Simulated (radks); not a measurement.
Results of a calculation; reference values are marked as such.
Ionisation of the thulium ion Tm2+, [Xe] 4f13, to Tm3+, [Xe] 4f12, under several functionals. Scalar-relativistic Kohn-Sham, spin-polarised, spherical densities, point nucleus; open shells are filled with parallel spins first (spin-orbit coupling, left out, can overturn this in heavy ions); a radial shooting solver on a logarithmic mesh with Libxc functionals.

functional                               E(Tm2+) (hartree)  Exc (hartree)  IE (eV)  -e(HOMO) (eV)  <r> HOMO (bohr)  IE error (eV)
HCTH/407                                       -13574.9071      -293.3512   26.650         17.876           0.7948         +2.990
PBEsol                                         -13562.5204      -280.5673   25.844         17.191           0.8032         +2.184
LDA (Slater exchange, VWN5 correlation)        -13558.3649      -276.4151   26.169         17.503           0.8026         +2.509
SOGGA                                          -13561.9975      -280.0409   25.726         17.078           0.8034         +2.066

NIST Atomic Spectra Database: 23.66 eV (semi-empirical). Closest: SOGGA. The Delta-SCF values span 0.92 eV, the total energies 16.54 hartree. The highest occupied level is 4f. Open shells are spherical and high-spin; term and fine-structure splittings are not resolved. Spin-orbit splitting is averaged out at the scalar-relativistic level.
